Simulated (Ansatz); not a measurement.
Zr(O)2 cation (O₂Zr), SMILES [O]=[Zr]=[O] (connectivity only; charge and spin as stated), charge +1, multiplicity 2. Atoms are numbered in the order given.

```xyz
3

Zr     0.0000     0.0000     0.3753
O      0.0000     1.2908    -0.8414
O      0.0000    -1.2908    -0.8414
```
Charge +1, spin multiplicity 2.

The structure is a stationary point at PBE0-D3(BJ)/def2-TZVP. The multiplicity is an assumed one; other spin states were not compared. The isomer is the one that the SMILES or the coordinates give; other isomers of the formula were not compared. The def2 effective core potentials stand for the cores of Zr; spin–orbit coupling is left out.

Two levels are set side by side: PBE-D3(BJ)/def2-TZVP (Ansatz, a quantum-chemistry and plane-wave program) and PBE0-D3(BJ)/def2-TZVP (Ansatz). Each level has its own optimised geometry; the coordinates shown are those of the second. Differences are taken from unrounded values.

```
quantity              PBE0-D3(BJ)  PBE-D3(BJ)  PBE-D3(BJ) minus PBE0-D3(BJ)
--------------------  -----------  ----------  ----------------------------
mean bond length (Å)        1.774       1.792                         0.018
bond Zr1–O2 (Å)             1.774       1.792                         0.018
bond Zr1–O3 (Å)             1.774       1.792                         0.018
```

Exact exchange shortens and stiffens bonds; PBE has none. Differences between two approximate levels are no errors against the true value.
